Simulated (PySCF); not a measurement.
A calculated (PBE0, PySCF 2.14, x2c-TZVPPall with one added diffuse shell each of s, p, d, f type, the spin-free X2C one-electron Hamiltonian (Gaussian nucleus)) atom or ion has these occupied shells.

| shell | electrons | orbital energy (eV) | rms radius, mean of both spins (bohr) |
| --- | --- | --- | --- |
| 1s α | 1 | -65246.2 | 0.0215 |
| 1s β | 1 | -65246.1 | 0.0215 |
| 2s α | 1 | -11208.7 | 0.0869 |
| 2s β | 1 | -11208.7 | 0.0869 |
| 2p α | 3 | -9873.3 | 0.0788 |
| 2p β | 3 | -9873.2 | 0.0788 |
| 3s α | 1 | -2584.3 | 0.223 |
| 3s β | 1 | -2584.2 | 0.223 |
| 3p α | 3 | -2181.5 | 0.224 |
| 3p β | 3 | -2181.5 | 0.224 |
| 3d α | 5 | -1690.1 | 0.205 |
| 3d β | 5 | -1690.1 | 0.205 |
| 4s α | 1 | -543.03 | 0.498 |
| 4s β | 1 | -542.95 | 0.498 |
| 4p α | 3 | -409.58 | 0.530 |
| 4p β | 3 | -409.52 | 0.530 |
| 4d α | 5 | -232.87 | 0.577 |
| 4d β | 5 | -232.79 | 0.577 |
| 5s α | 1 | -88.799 | 1.21 |
| 5s β | 1 | -88.141 | 1.21 |
| 5p α | 3 | -56.175 | 1.41 |
| 5p β | 3 | -55.278 | 1.41 |
| 4f α | 7 | -38.934 | 0.759 |
| 4f β | 7 | -38.793 | 0.759 |
| 5d α | 1 | -20.659 | 2.24 |
| 6s α | 1 | -19.819 | 3.18 |

Problem. Name the element and its charge.

Solution. Hf²⁺ (hafnium, charge +2), in [Xe] 4f14 5d1 6s1, high-spin 3D determinant (an excited configuration).
